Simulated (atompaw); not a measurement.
# Building the PAW (atompaw) potential for lanthanum (La) (PBEsol, scalar-relativistic).

atompaw 4.2.0.5 was run on this input:

```
La 57
GGA-PBESOL scalarrelativistic loggrid 2001 logderivrange -5 5 251
6 6 5 4 0 0
6 0 1.75
6 1 0.25
5 2 1
4 3 0
0 0 0
c
c
c
c
v
v
c
c
c
v
v
c
c
v
v
3
2.65 2.45 2.05 1.40
n
n
y
1.2
n
y
1.85
n
custom polynom vanderbiltortho besselshape
4 -0.5 vpsmatchnc
1.95
2.65
2.65
2.65
2.65
2.40
2.10
2.10
PWSCFOUT
UPFDX 0.0125d0 UPFXMIN -7.d0 UPFZMESH 57.d0
END
```

Command:

```bash
atompaw < La.input > La.log
```

Resulting log (summary file):

```
Completed calculations for La (AE)

 Exchange-correlation type: GGA, Perdew-Burke-Ernzerhof modified (PBEsol)

 Radial integration grid is logarithmic
 r0 =   1.1779470E-04 h =   6.7142977E-03   n =      2001 rmax =   8.0000000E+01

 Scalar relativistic calculation

 AEatom converged in  35 iterations
   nz     =  57.00
   delta  =       4.758796691193E-15

 All Electron Orbital energies:
  n  l      occupancy      energy
  1  0      2.0000000E+00 -2.8469638E+03
  2  0      2.0000000E+00 -4.5324906E+02
  3  0      2.0000000E+00 -9.6945962E+01
  4  0      2.0000000E+00 -1.9580760E+01
  5  0      2.0000000E+00 -2.8837052E+00
  6  0      1.7500000E+00 -2.8419047E-01
  2  1      6.0000000E+00 -4.0628336E+02
  3  1      6.0000000E+00 -8.1950968E+01
  4  1      6.0000000E+00 -1.4703640E+01
  5  1      6.0000000E+00 -1.6670566E+00
  6  1      2.5000000E-01 -1.0873812E-01
  3  2      1.0000000E+01 -6.0395411E+01
  4  2      1.0000000E+01 -7.6482089E+00
  5  2      1.0000000E+00 -2.4466951E-01
  4  3      0.0000000E+00 -3.4349095E-01

 Total energy
   Total                    :   -16979.96532959645265

 ---
 Completed calculations for La (SC)

 Exchange-correlation type: GGA, Perdew-Burke-Ernzerhof modified (PBEsol)

 Radial integration grid is logarithmic
 r0 =   1.1779470E-04 h =   6.7142977E-03   n =      2001 rmax =   8.0000000E+01

 Scalar relativistic calculation

 SCatom converged in   4 iterations
   nz     =  57.00
   delta  =       1.076466988022E-16

 Valence Electron Orbital energies:
  n  l      occupancy      energy
   5  0      2.0000000E+00 -2.8837052E+00
   6  0      1.7500000E+00 -2.8419047E-01
   5  1      6.0000000E+00 -1.6670566E+00
   6  1      2.5000000E-01 -1.0873812E-01
   5  2      1.0000000E+00 -2.4466951E-01
   4  3      0.0000000E+00 -3.4349094E-01

 Total energy
   Total                    :   -16979.96532959563774
   Valence                  :     -451.20656315040594

 PAW parameters:
       lmax =            3
         rc =    2.6586935749087521
        irc =         1494
   rc_shape =    2.4528719803042209
    rc_vloc =    2.0599437460563115
    rc_core =    1.4048591415644667
   Vloc: VPS match (norm-conservation) with l= 4;e=  -5.0000E-01
   Projector type: polynomial pseudization + Vanderbilt ortho.
   Bessel compensation charge shape zeroed at   2.4529E+00

 Number of basis functions     8
 No.   n  nodes  l      Energy         Cp coeff         Occ
  1    5    4    0   -0.2883705E+01  0.5052763E+01  0.2000000E+01
  2    6    5    0   -0.2841905E+00  0.3479537E+02  0.1750000E+01
  3    5    3    1   -0.1667057E+01  0.1567891E+02  0.6000000E+01
  4    6    4    1   -0.1087381E+00  0.2185448E+03  0.2500000E+00
  5    5    2    2   -0.2446695E+00 -0.3090950E+03  0.1000000E+01
  6  999    3    2    0.1200000E+01 -0.4890097E-01  0.0000000E+00
  7    4    0    3   -0.3434909E+00  0.4316212E+01  0.0000000E+00
  8  999    1    3    0.1850000E+01 -0.8170774E+01  0.0000000E+00

 Eigenvalues of overlap operator (in the basis of projectors):
    1        1.77021003E-03
    2        4.04800116E-01
    3        1.39212381E+00
    4        4.32805073E+00
    5        4.10710489E+01
    6        8.09233674E+02
    7        7.00852775E+03
    8        3.41263407E+04

 Orbital leakage outside PAW augmentation regions
   orb  is_core?  %out_of_sphere
   1 0    T           0.00
   2 0    T           0.00
   3 0    T           0.00
   4 0    T           0.00
   5 0    F           3.10
   6 0    F          90.83
   2 1    T           0.00
   3 1    T           0.00
   4 1    T           0.00
   5 1    F           9.40
   6 1    F          96.40
   3 2    T           0.00
   4 2    T           0.00
   5 2    F          52.21
   4 3    F           3.90

 Summary of PAW energies
   Total valence energy     :   -451.20656643019248
   Smooth energy            :    -11.57258099215467
   One center               :   -439.63398543803783
   Smooth kinetic           :     15.58668660725907
   Vloc energy              :    -20.73007138468995
   Smooth exch-corr         :    -18.11777115917929
   One-center xc            :   -381.43061378968690
```

Note: ghost states, extra bound levels that the all-electron valence spectrum of the same l lacks: s at -79.4 eV, d at -35.3 eV. A true bound ghost makes a file unfit for plane-wave use.

The run took about 19 s on one core of a shared server CPU.
